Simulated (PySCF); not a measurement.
## From computed data to an observable: chemical shift, span and skew from a shielding tensor

CH₇FOSi₂, SMILES FC[SiH2]O[SiH3]. Atoms are numbered in the order given.

```xyz
12

F     -3.1394     0.1226     0.0152
C     -1.9455    -0.5956     0.0438
Si    -0.5111     0.6419    -0.0340
O      0.8961    -0.2382     0.0014
Si     2.5550    -0.2962     0.0037
H     -1.9227    -1.2963    -0.8105
H     -1.9081    -1.2013     0.9674
H     -0.5846     1.5624     1.1351
H     -0.6046     1.4327    -1.2931
H      3.0958     0.4483     1.1779
H      3.0943     0.3114    -1.2474
H      2.9737    -1.7214     0.0838
```
Charge 0, spin multiplicity 1.

Geometry optimised at B3LYP-D3(BJ)/def2-SVP. The values are those of a single conformer.

GIAO shieldings from B3LYP/pcSseg-1 in PySCF, non-relativistic, no solvent. The symmetric part of the tensor of Si3 has the principal values 336.6, 352.8, 416.3 ppm. The same nucleus in TMS has σ = 338.7 ppm at this level (PySCF, at its B3LYP-D3(BJ)/def2-TZVP geometry).

**Question.** Work out the isotropic shielding, the ²⁹Si shift against TMS, the span and the skew.

**Answer.** 
σ(iso) = (σ11 + σ22 + σ33)/3 = 368.6 ppm. δ = σ(ref) − σ(iso) = 338.7 − (368.6) = -29.9 ppm.
Span Ω = σ33 − σ11 = 79.7 ppm. Skew κ = 3(σ(iso) − σ22)/Ω = 0.59. Tumbling in solution averages the tensor to δ; in a static solid the shielding alone would spread this spin-1/2 line over Ω.
